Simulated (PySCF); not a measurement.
From orbital energies to excitation energies

Species: C6H10OS.
SMILES: `CC#CC[S@](=O)CC`

The calculation used TDDFT PBE0/def2-SVPD, vertical, gas phase, core orbitals frozen in the response (PySCF). Isolated species at its GFN2-xTB geometry (one conformer only). Torsions of this conformer, `[CH3:1][C:2]#[C:3][CH2:4][S@:5](=[O:6])[CH2:7][CH3:8]`: C3–C4–S5–O6 173°, C4–S5–C7–C8 178°.

Orbital energies (eV): HOMO-3 -8.58, HOMO-2 -7.76, HOMO-1 -7.40, HOMO -6.71, LUMO 0.11, LUMO+1 0.41, LUMO+2 0.75.

Computed singlets:

| state | E (eV) | f |
| --- | --- | --- |
| S1 | 5.53 | 0.074 |
| S2 | 5.96 | 0.0049 |
| S3 | 6.17 | 0.0051 |
| S4 | 6.19 | 0.0094 |
| S5 | 6.32 | 0.037 |
| S6 | 6.41 | 0.066 |

Task: Which orbital pair leads each of S1 and S3, and how does its energy difference Δε compare with the excitation energy?

Result: 

```json
{"state": "S1", "leading configuration": "HOMO→LUMO", "weight": "0.92", "Δε (eV)": "6.81", "E (eV)": "5.53", "E − Δε (eV)": "-1.28", "f": "0.074", "other configurations": "–"}
{"state": "S3", "leading configuration": "HOMO-2→LUMO", "weight": "0.62", "Δε (eV)": "7.87", "E (eV)": "6.17", "E − Δε (eV)": "-1.69", "f": "0.0051", "other configurations": "–"}
```

E − Δε runs from -1.69 to -1.28 eV. Among themselves, these states come in the order of their orbital differences.

H and L stand for HOMO and LUMO. The other states: S2 5.96 eV, f 0.0049, H→L+3 (70%), H→L+1 (14%); S4 6.19 eV, f 0.0094, H→L+2 (43%), H→L+1 (39%), H-2→L (9%); S5 6.32 eV, f 0.037, H-1→L (46%), H→L+2 (18%), H→L+3 (12%); S6 6.41 eV, f 0.066, H→L+2 (24%), H-1→L (23%), H→L+1 (22%).

Task: Which computed triplets share their leading configuration (75% or more) with a singlet, and how far apart are the partners?

Result: 

| configuration | triplet | E(T) (eV) | singlet | E(S) (eV) | E(S) − E(T) (eV) |
| --- | --- | --- | --- | --- | --- |
| HOMO→LUMO | T1 | 4.72 | S1 | 5.53 | +0.82 |

The 2 triplets are Tamm–Dancoff values, the singlets full response.

Summed over the main configurations (up to three a state, each over 8%) of all 6 singlets, the electron leaves HOMO with weight 3.35, HOMO-2 with weight 0.71 and HOMO-1 with weight 0.69.

The run took 57 s of wall time on one thread of an Arm Neoverse V1, no GPU, on a shared host, and the process peaked at 0.97 GiB of memory.
